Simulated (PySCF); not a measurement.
Isomers of C4H14Si2, from PBE0-D3(BJ)/def2-SVP geometry optimisation, gas phase in PySCF 2.14.0. One conformer each, no zero-point energy, no frequencies.

Task: Which isomer lies lower at this level?
A. `[H][Si]([H])(C)[Si](C)(C)C` (SiH2Me(SiMe3)): A = 2657, B = 1334, C = 1267 MHz, dipole 0.98 D
B. `[CH3:1][CH2:2][CH2:3][CH:4]([SiH3:5])[SiH3:6]` with C1–C2–C3–C4 -176°, C2–C3–C4–Si5 175°: A = 2838, B = 1208, C = 900.5 MHz, dipole 1.12 D

Result: A. That is `[H][Si]([H])(C)[Si](C)(C)C` (SiH2Me(SiMe3)), 29.3 kcal/mol below the other.

```json
{"SMILES": "[H][Si]([H])(C)[Si](C)(C)C", "mapped SMILES": "–", "E (Eh)": "-739.15067", "relative (kcal/mol)": "0.0", "relative (kJ/mol)": "0.0", "dipole (D)": "0.98"}
{"SMILES": "CCCC([SiH3])[SiH3]", "mapped SMILES": "[CH3:1][CH2:2][CH2:3][CH:4]([SiH3:5])[SiH3:6]", "E (Eh)": "-739.10396", "relative (kcal/mol)": "29.3", "relative (kJ/mol)": "122.6", "dipole (D)": "1.12"}
```
